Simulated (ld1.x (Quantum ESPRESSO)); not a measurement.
Configuration tests for Au (TM)

Au (Z = 79), norm-conserving Troullier–Martins (Kleinman–Bylander form), made with ld1.x (Quantum ESPRESSO) 7.5 (PBE, fully relativistic). Core [Xe] 4f14, reference 5d8 6s0 6p0 (charge +3). Waves: 6s (bound, empty): rc 1.65 bohr; 6p (bound, empty): rc 2.55 bohr; 5d (bound): rc 1.45 bohr. Local part: all-electron potential smoothed inside 1.20 bohr (lloc = -1). Core correction: a·sin(br)/r model core, default radius (core density twice the valence density).

Open shells are filled in proportion to 2j + 1 (rel_dist='average').

Energies are relative to the spin-unpolarised reference configuration 5d8 6s0 6p0; without spin polarisation the order of configurations can differ from experiment.

Give the all-electron excitation energy and the error of the potential for: 5d10 6s1 6p0; 5d10 6s0 6p0; 5d9 6s0 6p0; 5d9 6s2 6p0; 5d7 6s0 6p0; 5d10 6s0 6p1; 5d9 6s1 6p1.

| valence configuration | charge | ΔE all-electron (eV) | error AE − PS (meV) |
| --- | --- | --- | --- |
| 5d10 6s1 6p0 | 0 | -64.533 | -87 |
| 5d10 6s0 6p0 | +1 | -55.106 | -172 |
| 5d9 6s0 6p0 | +2 | -33.878 | -60 |
| 5d9 6s2 6p0 | 0 | -62.821 | +15 |
| 5d7 6s0 6p0 | +4 | 47.693 | -97 |
| 5d10 6s0 6p1 | 0 | -59.334 | -95 |
| 5d9 6s1 6p1 | 0 | -57.083 | +22 |

Note: ghost states, extra bound levels that the all-electron valence spectrum of the same l lacks: s at -210.9 eV, p3/2 at -155.4 eV, p1/2 at -144.9 eV. A true bound ghost makes a file unfit for plane-wave use.
